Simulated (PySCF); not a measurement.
## Dipole response of Tc⁺ (technetium, charge +1)

[Kr] 4d5 5s1, high-spin 7S determinant. Computed with PySCF 2.14 in aug-cc-pVTZ-PP with ECP28MDF, with a scalar-relativistic core potential. Coupled (time-dependent) response in atomic units; α is the mean over directions.

```tsv
method	mean α (bohr³)	C₆ (like pair)	S(−4)
UHF	47.22	359.0	1565
PBE	33.68	251.1	629.9
PBE0	35.92	267.1	761.7
```

S(−4) is the Cauchy moment in α(ω) = α(0) + S(−4) ω² + …

α(iu) at UHF:

```json
{"u (hartree)": "0", "α(iu) (bohr³)": "47.22"}
{"u (hartree)": "0.0500", "α(iu) (bohr³)": "43.67"}
{"u (hartree)": "0.100", "α(iu) (bohr³)": "36.09"}
{"u (hartree)": "0.200", "α(iu) (bohr³)": "23.08"}
{"u (hartree)": "0.300", "α(iu) (bohr³)": "15.97"}
{"u (hartree)": "0.500", "α(iu) (bohr³)": "9.621"}
{"u (hartree)": "0.750", "α(iu) (bohr³)": "6.357"}
{"u (hartree)": "1.00", "α(iu) (bohr³)": "4.673"}
{"u (hartree)": "1.50", "α(iu) (bohr³)": "2.906"}
{"u (hartree)": "2.00", "α(iu) (bohr³)": "1.988"}
{"u (hartree)": "3.00", "α(iu) (bohr³)": "1.083"}
{"u (hartree)": "5.00", "α(iu) (bohr³)": "0.4533"}
```

For an ion, C₆ is the dispersion term alone; charge-induced terms of lower order in 1/R come first.

Energies and moments cover only the electrons outside the core potential.
